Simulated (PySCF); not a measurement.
## Energy of Au+ (gold, charge +1) between two integer charges

The 5d beta orbital of [Xe] 4f14 5d10 is emptied in steps (occupation f), with all orbitals relaxed, ending at [Xe] 4f14 5d9. Calculation: PySCF 2.14, in def2-SVP with the def2 core potential (60 electrons); scalar relativity through the core potential. The exact energy is a straight line in f; departures are measured from the line between the end points of the same method.

```tsv
f	UHF (eV)	LDA (eV)	PBE (eV)	PBE0 (eV)	r2SCAN (eV)	LC-wPBE (eV)	BHandHLYP (eV)	wB97X (eV)	r2SCAN0 (eV)	MN15 (eV)
1	0.000	0.000	0.000	0.000	0.000	0.000	0.000	0.000	0.000	0.000
0.75	0.319	-1.088	-1.064	-0.726	-0.991	-0.186	-0.393	-0.257	-0.673	-0.585
0.5	0.409	-1.463	-1.428	-0.975	-1.326	-0.254	-0.533	-0.349	-0.901	-0.781
0.25	0.296	-1.105	-1.076	-0.735	-0.997	-0.194	-0.407	-0.266	-0.678	-0.584
0	0.000	0.000	0.000	0.000	0.000	0.000	0.000	0.000	0.000	0.000
```

```json
{"method": "UHF", "E(f=0) − E(f=1) (eV)": "19.060", "−ε at f=1 (eV)": "20.828", "−ε at f=0.5 (eV)": "18.998"}
{"method": "LDA", "E(f=0) − E(f=1) (eV)": "21.395", "−ε at f=1 (eV)": "15.642", "−ε at f=0.5 (eV)": "21.350"}
{"method": "PBE", "E(f=0) − E(f=1) (eV)": "20.995", "−ε at f=1 (eV)": "15.358", "−ε at f=0.5 (eV)": "20.963"}
{"method": "PBE0", "E(f=0) − E(f=1) (eV)": "20.794", "−ε at f=1 (eV)": "16.949", "−ε at f=0.5 (eV)": "20.771"}
{"method": "r2SCAN", "E(f=0) − E(f=1) (eV)": "20.765", "−ε at f=1 (eV)": "15.502", "−ε at f=0.5 (eV)": "20.749"}
{"method": "LC-wPBE", "E(f=0) − E(f=1) (eV)": "20.625", "−ε at f=1 (eV)": "19.660", "−ε at f=0.5 (eV)": "20.602"}
{"method": "BHandHLYP", "E(f=0) − E(f=1) (eV)": "20.546", "−ε at f=1 (eV)": "18.490", "−ε at f=0.5 (eV)": "20.509"}
{"method": "wB97X", "E(f=0) − E(f=1) (eV)": "20.726", "−ε at f=1 (eV)": "19.387", "−ε at f=0.5 (eV)": "20.700"}
{"method": "r2SCAN0", "E(f=0) − E(f=1) (eV)": "20.665", "−ε at f=1 (eV)": "17.093", "−ε at f=0.5 (eV)": "20.651"}
{"method": "MN15", "E(f=0) − E(f=1) (eV)": "20.862", "−ε at f=1 (eV)": "17.760", "−ε at f=0.5 (eV)": "20.865"}
```

Orbital energy along the path (eV):

```
   f      UHF      LDA      PBE     PBE0   r2SCAN  LC-wPBE  BHandHLYP    wB97X  r2SCAN0     MN15
   1  -20.828  -15.642  -15.358  -16.949  -15.502  -19.660    -18.490  -19.387  -17.093  -17.760
0.75  -19.860  -18.456  -18.129  -18.838  -18.108  -20.110    -19.471  -20.020  -18.860  -19.295
 0.5  -18.998  -21.350  -20.963  -20.771  -20.749  -20.602    -20.509  -20.700  -20.651  -20.865
0.25  -18.228  -24.312  -23.842  -22.737  -23.413  -21.128    -21.601  -21.415  -22.463  -22.432
   0  -17.539  -27.328  -26.768  -24.739  -26.097  -21.680    -22.763  -22.152  -24.294  -23.959
```

Reference removal energy between the ground levels: 20.203 ± 0.025 eV (measured; NIST Atomic Spectra Database, ionization energies). The calculation has no spin-orbit coupling. UHF lacks correlation.
